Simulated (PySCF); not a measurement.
BeF at UHF-SCS-MP2

Level: UHF-SCS-MP2. basis Be x2c-TZVPPall, F x2c-TZVPPall; spin-free X2C with a Gaussian nucleus; PySCF 2.14.

```json
{"state": "²Σ⁺ (doublet), unpaired electrons σ ↑", "bond length": "1.379 Å", "harmonic wavenumber": "1220 cm⁻¹", "force constant": "5.36 mdyn/Å", "rotational constant Be": "1.451 cm⁻¹", "anharmonicity ωexe": "9.13 cm⁻¹", "vibration–rotation constant αe": "0.0177 cm⁻¹", "well depth De to Be + F": "5.83 eV", "dissociation energy D0": "5.76 eV"}
```

Correlated steps freeze 1 core orbital. The state is the lowest determinant that a PBE0 search found; another state may lie lower at other levels.
